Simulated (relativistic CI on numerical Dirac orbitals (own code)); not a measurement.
## What each ingredient does to the levels of Pt55+

Base calculation: Dirac-Coulomb-Breit CI, KLI orbitals optimised for each configuration, QED by a radiative potential, unscaled Slater integrals.

Configuration list (outside the closed core [Ne]): 3s2.3p6.3d5, 3s2.3p5.3d6, 3s2.3p4.3d7, 3s.3p6.3d6, 3p6.3d7, 3s.3p5.3d7, 3s2.3p6.3d4.4s, 3s2.3p6.3d4.4p, 3s2.3p4.3d6.4s, 3s2.3p6.3d4.4d, 3s2.3p4.3d6.4p, 3s2.3p5.3d5.4s, 3s2.3p6.3d4.4f, 3s.3p5.3d6.4s, 3s2.3p5.3d5.4p, 3s.3p5.3d6.4p, 3p6.3d6.4s, 3s2.3p6.3d3.4s2, 3p6.3d6.4p, 3s2.3p6.3d3.4s.4p, 3s2.3p6.3d4.5s, 3p6.3d5.4s2. Levels of other configurations are missing.

The lowest level and the first level of each name with at least 55 % of one term (blank where a level has no safe partner in the second run):

```
               Level  Base (eV)  Shift (eV)
  3s2.3p6.3d5 2D_5/2      0.000       0.000
  3s2.3p6.3d5 2D_3/2    126.021       0.000
  3s2.3p6.3d5 4G_9/2    179.062      -0.001
 3s2.3p6.3d5 2I_13/2    182.428      -0.002
  3s2.3p6.3d5 4D_1/2    184.593      -0.001
  3s2.3p6.3d5 2G_7/2    195.383      -0.001
  3s2.3p6.3d5 4F_5/2    197.603       0.000
  3s2.3p6.3d5 2P_3/2    231.327       0.000
3s2.3p5.3d6 4H°_13/2    508.806      +0.372
3s2.3p5.3d6 4I°_15/2    517.900      +0.372
```

At this charge energies of transitions that change n are usually good to better than 1 %, and those within a shell (Δn = 0) to a few per cent.

**Question.** One thing was changed in a second run, which moved the levels as shown. Which?
A. Breit term removed
B. QED terms removed
C. configuration mixing switched off
D. P86 correlation estimate

**Answer.** D. P86 correlation estimate. A correlation estimate moves all levels of a configuration together before mixing; mixed levels move by a weighted share.

LS names give the leading component of a level, which can be under half, so a name can repeat, a term be missing and a line seem to break the LS rules.
